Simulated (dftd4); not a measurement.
H₁₂O₆Zn (SMILES [OH2]->[Zn+2](<-[OH2])(<-[OH2])(<-[OH2])(<-[OH2])<-[OH2]), charge +2, singlet, geometry from GFN2-xTB (such geometries of metal compounds can be far from the true shape); D4 for bp86 (dftd4).

Input for dftd4:
```
$ dftd4 mol.xyz --func bp86 --charge 2 --json dftd4.json --noedisp

# file mol.xyz
19

Zn    -0.00000000    -0.00000000     0.00000000
O     -0.68794774     1.64064429    -0.92214038
H     -1.49271480     1.70775651    -1.44990447
H     -0.27738361     2.51364239    -0.92277461
O      1.57056726     1.04144287     0.68120766
H      1.61931982     1.52897791     1.51224423
H      2.42176999     1.15066801     0.24051186
O      1.03700290    -0.48888826    -1.64345426
H      1.60028365    -1.26373687    -1.75753068
H      1.06793819     0.00582109    -2.47109831
O     -1.03700290     0.48888826     1.64345426
H     -1.60028365     1.26373687     1.75753068
H     -1.06793819    -0.00582109     2.47109831
O     -1.57056726    -1.04144287    -0.68120766
H     -1.61931982    -1.52897791    -1.51224423
H     -2.42176999    -1.15066801    -0.24051186
O      0.68794774    -1.64064429     0.92214038
H      0.27738361    -2.51364239     0.92277461
H      1.49271480    -1.70775651     1.44990447
```

Output, abridged:

```
                    ____  _____ _____     ____  _  _
      -------------|  _ \|  ___|_   _|---|  _ \| || |------------
     |             | | | | |_    | | ___ | | | | || |_           |
     |             | |_| |  _|   | ||___|| |_| |__   _|          |
     |             |____/|_|     |_|     |____/   |_|            |
     |             ===================================           |
     |            E. Caldeweyher, S. Ehlert & S. Grimme          |
     |          Mulliken Center for Theoretical Chemistry        |
     |                    University of Bonn                     |
      -----------------------------------------------------------

Rational (Becke-Johnson) damping: bp86-D4-ATM
---------------------
  s6         1.0000
  s8         3.3550
  s9         1.0000
  a1         0.4365
  a2         4.9241
 alp        16.0000
--------------------

Dispersion energy:      -1.6397787608586E-02 Eh

[Info] JSON dump of results written to 'dftd4.json'
```
